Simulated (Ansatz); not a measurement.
`[SiH3][O][Al]([SH])[SH]` + H₂ → `[SH][AlH][SH]` + `O[SiH3]`  (hydrogenolysis of the Al–O bond)

Program: Ansatz. Geometries: PBE0-D4/def2-TZVP. ΔE: electronic, gas phase. CBS: MP2 limit from def2 TZ/QZ plus the TZ coupled-cluster correction, frozen cores. This one scheme is used for every species. DFT in def2-TZVPP. B3LYP here is the variant with VWN-RPA as its local correlation; programs differ in this. Each species was taken in one conformer, which may not be the lowest.

Q: Is it downhill or uphill in electronic energy at CCSD(T)/CBS, and by how much? (Estimate.)

A: Ansatz gave: Uphill: ΔE = +33.3 kcal/mol.

Q: What do these levels give: revPBE-D4, r2SCANh-D4, CAM-B3LYP-D4, ωB97X-V, r2SCAN, B3LYP, RPA@PBE/def2-TZVPP, MP2/def2-QZVPP, SCS-MP2/def2-QZVPP, HF/CBS(def2), MP2/CBS(def2), CCSD/CBS(def2)? (Best estimate.)

A: Ansatz gave: revPBE-D4 31.1, r2SCANh-D4 33.6, CAM-B3LYP-D4 33.5, ωB97X-V 32.0, r2SCAN 33.2, B3LYP 31.0, RPA@PBE/def2-TZVPP 32.1, MP2/def2-QZVPP 35.1, SCS-MP2/def2-QZVPP 34.3, HF/CBS(def2) 31.8, MP2/CBS(def2) 35.1, CCSD/CBS(def2) 32.9 kcal/mol.

Largest T1 diagnostic among the species: 0.012.

From BLYP to BHLYP (50 % exact exchange), in def2-TZVPP and without D4, ΔE moves by +1.5 kcal/mol. In def2-TZVPP, CCSD(T) changes the Hartree–Fock value by +1.8 kcal/mol (the triples alone add +0.5 kcal/mol) and MP2 by +3.5 kcal/mol. Leaving LDA and LC-ωPBE aside and taking each functional with its dispersion term where it has one, the values, not all of them listed here, spread over 4.0 kcal/mol, from PBE-D4 to BHLYP-D4. LDA lies +0.8 kcal/mol from PBE without D4.
